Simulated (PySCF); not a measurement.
**C₆ coefficients of unlike pairs at PBE0**

Calculated with PySCF 2.14 from the dipole response of each species, C₆(A,B) = (3/π) ∫ α_A(iu) α_B(iu) du, in atomic units, from isotropic polarisabilities. For ions this is the dispersion term alone; charge-induced terms of lower order in 1/R come first.

```
species           configuration                                                                 basis      relativity  α (bohr³)  C₆ (like pair)
    Ru⁺           [Kr] 4d7 (4F)                               aug-cc-pVDZ-PP with ECP28MDF (5s5p4d2f)  core potential      14.22           87.55
   Sb²⁺  [Kr] 4d10 5s2 5p1 (2P)  def2-QZVPPD with the def2 core potential (28 electrons) (8s6p5d4f1g)  core potential      15.81           99.56
     Rh       [Kr] 4d8 5s1 (4F)  def2-TZVPPD with the def2 core potential (28 electrons) (6s4p3d2f1g)  core potential      54.97           421.6
     Re  [Xe] 4f14 5d5 6s2 (6S)  def2-TZVPPD with the def2 core potential (60 electrons) (6s5p3d2f1g)  core potential      67.10           752.5
```

Task: Estimate C₆ for Rh with Sb²⁺.

Result: The integral gives 188.8. The combination rule 2 C_A C_B / (C_A α_B/α_A + C_B α_A/α_B) gives 179.6 and the geometric mean 204.9.

No spin-orbit coupling is included.

The other pairs:

```
     pair     C₆
  Re, Ru⁺  236.1
Sb²⁺, Ru⁺  92.84
 Re, Sb²⁺  258.3
   Re, Rh  561.0
  Rh, Ru⁺  172.7
```
